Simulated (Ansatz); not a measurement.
`[NH2][Al]([NH2])[Cl]` + `[CH3][Sb]([SiH3])[SH]` → `[NH2][Al]([SH])[Cl]` + `[CH3][Sb]([NH2])[SiH3]`  (redistribution)

Computed with Ansatz on PBE0-D4/def2-TZVP structures; ΔE is electronic, products minus reactants. CCSD(T)/CBS adds triple-zeta CCSD(T) − MP2 to the extrapolated MP2 energy (def2 sets, frozen cores). Functionals use def2-TZVPP. def2 core potentials past Kr. For Sb outer-core shells are correlated without core-valence functions, which leaves a few kJ/mol of doubt a bond. One conformer a species, not always the lowest.

`[NH2][Al]([NH2])[Cl]`:

Cartesian coordinates in Å:
```
N -0.786 -0.348 -1.332
Al 0.001 -0.431 0.237
N 0.785 0.943 1.004
Cl 0.006 -2.269 1.250
H -1.235 -1.134 -1.771
H -0.855 0.470 -1.913
H 0.849 1.872 0.623
H 1.235 0.897 1.902
```

`[CH3][Sb]([SiH3])[SH]`:

Cartesian coordinates in Å:
```
C 0.767 1.601 0.371
Sb -0.021 -0.078 1.483
Si 0.255 -1.722 -0.478
S -2.375 0.306 0.993
H 0.355 1.625 -0.637
H 1.854 1.517 0.323
H 0.497 2.515 0.900
H -0.442 -2.998 -0.174
H 1.695 -2.004 -0.733
H -0.337 -1.116 -1.704
H -2.247 0.354 -0.344
```

`[NH2][Al]([SH])[Cl]`:

Z-matrix (Å, degrees):
```
N
Al 1 1.754
H 1 1.006 2 125.8
H 1 1.007 2 123.5 3 -180.0
S 2 2.173 1 123.5 3 -0.0
Cl 2 2.090 1 119.0 3 180.0
H 5 1.345 2 92.8 1 -0.1
```

`[CH3][Sb]([NH2])[SiH3]`:

Z-matrix (Å, degrees):
```
C
Sb 1 2.155
H 1 1.091 2 109.9
H 1 1.090 2 108.1 3 119.4
H 1 1.090 2 110.4 3 -120.9
N 2 2.047 1 93.8 3 168.5
Si 2 2.587 1 92.7 3 70.9
H 6 1.013 2 113.8 1 -71.1
H 6 1.012 2 111.5 1 166.7
H 7 1.492 2 109.4 1 52.9
H 7 1.489 2 111.0 1 172.1
H 7 1.490 2 111.6 1 -66.9
```

| level | ΔE (eV) |
| --- | --- |
| r2SCAN-D4 | 0.50 |
| ωB97M-V | 0.52 |
| SCS-MP2/def2-TZVPP | 0.50 |
| CCSD/CBS(def2) | 0.53 |

Task: What does CCSD(T)/CBS give? (Best estimate.)

Result: Computed: +0.52 eV. The listed levels differ from it by -0.02, 0.00, -0.02, 0.01 eV.

Largest T1 diagnostic among the species: 0.013.

In def2-TZVPP, CCSD(T) changes the Hartree–Fock value by −0.08 eV (the triples alone add −0.02 eV) and MP2 by −0.04 eV. From PBE to PBE0 (25 % exact exchange), in def2-TZVPP and without D4, ΔE moves by +0.03 eV.
